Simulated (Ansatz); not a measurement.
The first iterations of a band of BClFH + BrH (6 atoms, charge 0, multiplicity 1).

The calculation used RHF/def2-SVP in Ansatz.

```json
{"movable images": "7", "climbing image": "yes", "spring": "5.0 eV/Å²", "optimiser": "quadratic models (default)", "start path": "through a guess of the saddle point", "force threshold": "0.03 eV/Å", "iteration limit": "60", "end points": "relaxed"}
```

First end point:

```xyz
6
Properties=species:S:1:pos:R:3
B -0.061 0.459 -0.210
F -0.132 0.479 1.094
H 0.980 0.257 -0.747
Cl -1.519 0.752 -1.135
Br -0.146 -3.156 1.357
H -0.147 -2.049 2.229
```

Last end point:

```xyz
6
Properties=species:S:1:pos:R:3
B -0.081 -0.538 -0.540
F -0.060 0.098 2.219
H 0.981 -0.015 -0.570
Cl -1.519 0.337 -0.995
Br -0.181 -2.408 -0.090
H -0.165 -0.731 2.563
```

| iteration | highest image above the first end (eV) | largest band force component (eV/Å) |
| --- | --- | --- |
| 1 | 3.683 | 5.086 |
| 2 | 2.272 | 2.851 |
| 3 | 2.146 | 3.984 |
| 4 | 1.993 | 1.709 |
| 5 | 1.873 | 1.470 |
| 6 | 1.931 | 7.952 |
| 7 | 1.909 | 0.801 |
| 8 | 1.858 | 0.915 |
| 9 | 2.055 | 0.500 |
| 10 | 2.051 | 0.225 |
| 11 | 2.051 | 10.281 |
| 12 | 2.051 | 2.941 |
| 13 | 2.051 | 3.115 |

Question: Does the band converge within its limit, and where does its top end?

Answer: It converged. It ended after 41 iterations with the highest image 2.051 eV above the first end. A vibrational analysis at the climbing image gives one clearly imaginary mode, 1414i cm⁻¹: a first-order saddle point. The orbitals stay closed-shell, which can raise the energy where a bond breaks towards radicals; this wasn't checked here.

The run took 7.3 min on 1 thread of Arm Neoverse V1, on a shared host, peak memory 0.16 GiB.
